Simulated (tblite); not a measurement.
Compound: C6H9ClSi.
Atom-mapped SMILES: `[CH2:1]=[CH:2][C:3]1=[CH:4][CH2:5][Si@H:6]([Cl:7])[CH2:8]1` (hydrogens: H9, H10 on C1; H11 on C2; H12 on C4; H13, H14 on C5; H15 on Si6; H16, H17 on C8)

Cartesian coordinates in Å at the GFN2-xTB level; atoms count from 1:
```
atom  x, y, z in Å
C1     2.7926   -0.1305   -0.6634
C2     1.7381   -0.8897   -0.3846
C3     0.4095   -0.4072   -0.0601
C4    -0.6059   -1.2356    0.1994
C5    -1.9610   -0.6809    0.5131
Si6   -1.7157    1.2095    0.4500
Cl7   -2.8325    2.0974   -0.9835
C8     0.1271    1.0752   -0.0163
H9     2.7459    0.9451   -0.6702
H10    3.7493   -0.5638   -0.9001
H11    1.8421   -1.9680   -0.3953
H12   -0.4842   -2.3096    0.1826
H13   -2.6895   -1.0511   -0.2120
H14   -2.2947   -1.0426    1.4872
H15   -1.9722    1.8913    1.7178
H16    0.7859    1.5511    0.7106
H17    0.3581    1.5216   -0.9851
```

Calculated harmonic vibrations of the isolated species, GFN2-xTB (tblite), most abundant isotopes, no scaling. The method is semi-empirical: single wavenumbers can be off by several per cent or more. Modes of hydrogen on silicon can be 10 to 20 % off. One conformer, not necessarily the lowest.

Harmonic wavenumbers (cm⁻¹): 41.7, 92.6, 139.3, 177.5, 223.2, 231.9, 367.9, 386.3, 469.6, 514.4, 573.1, 588.4, 624.4, 649.3, 740.7, 749.3, 781.7, 790.5, 837.1, 872.0, 882.4, 1008.8, 1010.5, 1047.7, 1084.4, 1100.1, 1164.5, 1210.2, 1246.2, 1301.7, 1317.4, 1414.7, 1456.0, 1461.4, 1666.9, 1673.4, 2258.6, 2948.0, 2966.2, 2976.7, 2989.1, 3043.9, 3066.9, 3108.6, 3130.8.

A = 2974, B = 793.0, C = 685.6 MHz; mass 144.016 u (most abundant isotopes); point group C1, symmetry number 1.

Problem. What is the zero-point energy?

Solution. Half the sum of the wavenumbers: 28193 cm⁻¹ = 80.61 kcal/mol.

Problem. Give the ideal-gas entropy at 500 K and 1 bar in the rigid-rotor, harmonic-oscillator model (classical rotation).

Solution. Translation 43.40, rotation 31.22, vibration 43.96: S = 118.6 cal/(mol K).

Problem. And Cp and H(500 K) − H(0)?

Solution. Cp = 53.24 cal/(mol K), of which vibrations give 45.29 (their classical limit is 45 R = 89.4); H(500 K) − H(0) = 15.56 kcal/mol without the zero-point energy, 11.58 from vibrations.

Problem. Which modes carry the vibrational entropy at 500 K?

Solution. 41.7 cm⁻¹: 6.20; 92.6 cm⁻¹: 4.62; 139.3 cm⁻¹: 3.82; 177.5 cm⁻¹: 3.34; 223.2 cm⁻¹: 2.90; 231.9 cm⁻¹: 2.83 cal/(mol K); the other 39 give 20.24 together.

Problem. How do the functions run with temperature in this model?

Solution. 
```csv
T (K),S (cal/(mol K)),Cp (cal/(mol K)),H − H(0) (kcal/mol),G − H(0) (kcal/mol),ln q(vib)
50,58.9,12.0,0.48,-2.46,0.46
100,68.7,16.8,1.20,-5.67,1.42
298.15,95.5,36.3,6.41,-22.07,5.77
373.15,104.4,43.4,9.40,-29.57,7.50
750,142.9,66.4,30.65,-76.50,16.16
1000,163.2,74.9,48.39,-114.84,21.47
```

q(vib) and H(0) count from the zero-point level.

Problem. Blend soft modes into free rotors: weight 1/[1 + (100 cm⁻¹/ν̃)⁴] for the oscillator and the rest for a rotor with moment μB/(μ + B), μ = h/(8π²ν), B = 10⁻⁴⁴ kg m². What vibrational entropy results?

Solution. 41.14 cal/(mol K) in place of 43.96, which changes −T·S at 500 K by +1.41 kcal/mol.

Problem. What must be added to the electronic energy to get the Gibbs energy at 500 K and 1 bar?

Solution. ZPE + [H(500 K) − H(0)] − T·S = 80.61 + 15.56 − 59.29 = 36.88 kcal/mol.

Hindered rotation and anharmonicity are outside this model. Other conformers, if any are populated, would add a mixing term that is left out. The structure is chiral; the term R ln 2 for an equal mix with its mirror image is left out.
